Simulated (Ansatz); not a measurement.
SnBr₂. Total charge 0; singlet. Geometry PBE0-D4/def2-TZVP.

Cartesian coordinates in Å:
```
Sn 0.647 -0.855 0.191
Br -1.349 -0.623 -1.327
Br 0.702 1.478 1.136
```

In the def2 sets Sn takes a core potential; there is no spin–orbit coupling.

Q: Estimate the orbital energies around the gap (eV) in Ansatz with HF/def2-TZVP, PBE-D4/def2-TZVPD, PBE0-D4/def2-TZVP, PBE0-D4/def2-TZVPD, CAM-B3LYP-D4/def2-TZVP.

A: 
| orbital | HF/def2-TZVP | PBE-D4/def2-TZVPD | PBE0-D4/def2-TZVP | PBE0-D4/def2-TZVPD | CAM-B3LYP-D4/def2-TZVP |
| --- | --- | --- | --- | --- | --- |
| HOMO−5 | -12.65 | -8.63 | -9.84 | -9.87 | -11.08 |
| HOMO−4 | -12.03 | -7.83 | -9.06 | -9.09 | -10.40 |
| HOMO−3 | -11.78 | -7.72 | -8.92 | -8.95 | -10.23 |
| HOMO−2 | -11.24 | -7.24 | -8.42 | -8.44 | -9.67 |
| HOMO−1 | -10.96 | -6.93 | -8.12 | -8.15 | -9.39 |
| HOMO | -9.86 | -6.73 | -7.72 | -7.75 | -8.91 |
| LUMO | -0.55 | -3.88 | -3.22 | -3.24 | -2.33 |
| LUMO+1 | 1.64 | -1.80 | -0.99 | -1.11 | -0.13 |
| LUMO+2 | 1.82 | -1.74 | -0.98 | -1.08 | -0.11 |
| LUMO+3 | 4.33 | -0.34 | 2.48 | 0.10 | 3.08 |
| LUMO+4 | 4.88 | 0.65 | 2.54 | 1.03 | 3.27 |
| LUMO+5 | 5.14 | 0.68 | 2.68 | 1.04 | 3.44 |
